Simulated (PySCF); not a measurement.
C2H5O, SMILES [CH2]OC, multiplicity 2. Atoms are numbered in the order given.

```xyz
8

C      1.2027    -0.1669    -0.0115
O     -0.0009     0.0551     0.5470
C     -1.0786     0.0676    -0.3605
H      1.3358     0.0579    -1.0654
H      2.0270    -0.1262     0.6858
H     -0.9299     0.8330    -1.1311
H     -1.1926    -0.9091    -0.8424
H     -1.9775     0.2993     0.2088
```
Charge 0, spin multiplicity 2.

Coordinates come from a PBE0-D3(BJ)/def2-TZVP optimisation. The isomer is the one that the SMILES or the coordinates give; other isomers of the formula were not compared.

Computed with B3LYP/pcH-1 run with PySCF.

Unrestricted Kohn–Sham, ⟨S²⟩ = 0.753. Hyperfine tensors hold the contact and dipolar terms, without spin-orbit corrections.

Problem. Estimate the hyperfine couplings. (An estimate is asked for; the answer gives what the named calculation found.)

Solution. 
```json
[
 {"nucleus": "13C no. 1", "A(iso) (MHz)": "134.9", "A(iso) (G)": "48.1", "dipolar principal values (MHz)": "-73.4, -72.1, 145.5"},
 {"nucleus": "17O no. 2", "A(iso) (MHz)": "-23.4", "A(iso) (G)": "-8.3", "dipolar principal values (MHz)": "-73.6, 35.5, 38.1"},
 {"nucleus": "13C no. 3", "A(iso) (MHz)": "-3.7", "A(iso) (G)": "-1.3", "dipolar principal values (MHz)": "-1.8, -1.1, 2.9"},
 {"nucleus": "1H no. 4", "A(iso) (MHz)": "-37.6", "A(iso) (G)": "-13.4", "dipolar principal values (MHz)": "-34.0, -0.7, 34.7"},
 {"nucleus": "1H no. 5", "A(iso) (MHz)": "-45.7", "A(iso) (G)": "-16.3", "dipolar principal values (MHz)": "-33.9, -1.5, 35.4"},
 {"nucleus": "1H no. 6", "A(iso) (MHz)": "12.8", "A(iso) (G)": "4.6", "dipolar principal values (MHz)": "-3.8, -3.4, 7.2"},
 {"nucleus": "1H no. 7", "A(iso) (MHz)": "13.9", "A(iso) (G)": "5.0", "dipolar principal values (MHz)": "-4.5, -3.5, 8.1"},
 {"nucleus": "1H no. 8", "A(iso) (MHz)": "-2.0", "A(iso) (G)": "-0.7", "dipolar principal values (MHz)": "-3.6, -2.8, 6.4"}
]
```

Problem. And the g tensor (effective nuclear charges for spin-orbit coupling, GIAO)? (The exact figures need the calculation; the answer reports its results.)

Solution. principal values 2.0021, 2.0036, 2.0046; isotropic 2.0034.
